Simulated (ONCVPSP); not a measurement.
## An all-electron radial function and its pseudo partner (Zn)

Columns: radius, all-electron u(r) and pseudo u(r) of the 3s shell (level -129.23 eV) of zinc in the configuration [Ne] 3s2 3p6 3d10 4s2; PBE, scalar-relativistic, ONCV scheme, ONCVPSP 4.0.1.

| r (bohr) | all-electron | pseudo |
| --- | --- | --- |
| 0.055 | 0.1439 | 0.1386 |
| 0.110 | -0.5406 | 0.2804 |
| 0.165 | -0.7164 | 0.4272 |
| 0.220 | -0.4585 | 0.5783 |
| 0.275 | -0.0151 | 0.7299 |
| 0.330 | 0.4397 | 0.8760 |
| 0.385 | 0.8186 | 1.0085 |
| 0.440 | 1.0919 | 1.1194 |
| 0.495 | 1.2603 | 1.2014 |
| 0.550 | 1.3401 | 1.2501 |
| 0.605 | 1.3518 | 1.2642 |
| 0.660 | 1.3146 | 1.2452 |
| 0.715 | 1.2450 | 1.1975 |
| 0.770 | 1.1559 | 1.1275 |
| 0.825 | 1.0570 | 1.0422 |
| 0.880 | 0.9551 | 0.9486 |
| 0.935 | 0.8549 | 0.8525 |
| 0.990 | 0.7593 | 0.7586 |
| 1.045 | 0.6701 | 0.6699 |
| 1.100 | 0.5883 | 0.5882 |
| 1.155 | 0.5143 | 0.5142 |
| 1.210 | 0.4479 | 0.4478 |
| 1.265 | 0.3889 | 0.3888 |
| 1.320 | 0.3367 | 0.3366 |
| 1.375 | 0.2909 | 0.2908 |
| 1.430 | 0.2507 | 0.2507 |

Q: How many radial nodes do the two functions have?

A: The all-electron 3s function has n − l − 1 = 2; the pseudo-wave has 0, since the states of the same l below it are removed with the core.

Q: At about which radius was the pseudo-wave matched?

A: 1.10 bohr. The columns agree to 0.0005 from 1.04 bohr on; several derivatives are matched, so the curves merge somewhat inside the radius.

Q: Is the pseudo-wave norm-conserving?

A: Yes: the ONCV scheme keeps the norm inside the radius equal to the all-electron one, which fixes the energy derivative of the logarithmic derivative at the level.
